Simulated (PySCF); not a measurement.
CH5FOSi2, SMILES F[Si@H]1CO[SiH2]1. Heavy atoms are numbered as in [F:1][Si@H:2]1[CH2:3][O:4][SiH2:5]1. Hydrogens are named by the atom that carries them.

Coordinates come from a PBE-D3(BJ)/def2-SVP optimisation. The structure was generated by enumeration; whether it is a known compound was not checked.

Method: PySCF with PBE/def2-TZVP.

ESP charges are fitted to the potential on shells at 1.4 to 2.0 van der Waals radii. Atomic charges (e), one atom of each kind:

| atom | ESP fit | meta-Löwdin | Mulliken |
|---|---|---|---|
| F1 | -0.24 | -0.47 | -0.29 |
| Si2 (SiH) | 0.35 | 0.75 | 0.40 |
| C3 (CH2) | -0.14 | -0.24 | -0.15 |
| O4 | -0.28 | -0.57 | [?] |
| Si5 (SiH2) | 0.20 | 0.53 | [?] |
| H on Si2 | -0.06 | -0.08 | [?] |
| H on C3 | 0.10 | 0.13 | 0.12 |
| H on Si5 | -0.03 | -0.08 | [?] |

### Question
Complete the blanks. (Estimate from the structure and the level; the computed values follow.)

### Answer

- O4, Mulliken: -0.31
- Si5 (SiH2), Mulliken: 0.20
- H on Si2, Mulliken: -0.03
- H on Si5, Mulliken: -0.02

### Question
Give the Mayer and Wiberg (Löwdin basis) orders of the bonds. (Estimate from the structure and the level; the computed values follow.)

### Answer

| bond | Mayer | Wiberg |
|---|---|---|
| F1–Si2 | 1.10 | 1.70 |
| Si2–C3 | 0.93 | 1.10 |
| C3–O4 | 0.98 | 1.44 |
| Si2–Si5 | 0.94 | 1.05 |
| O4–Si5 | 1.11 | 1.45 |
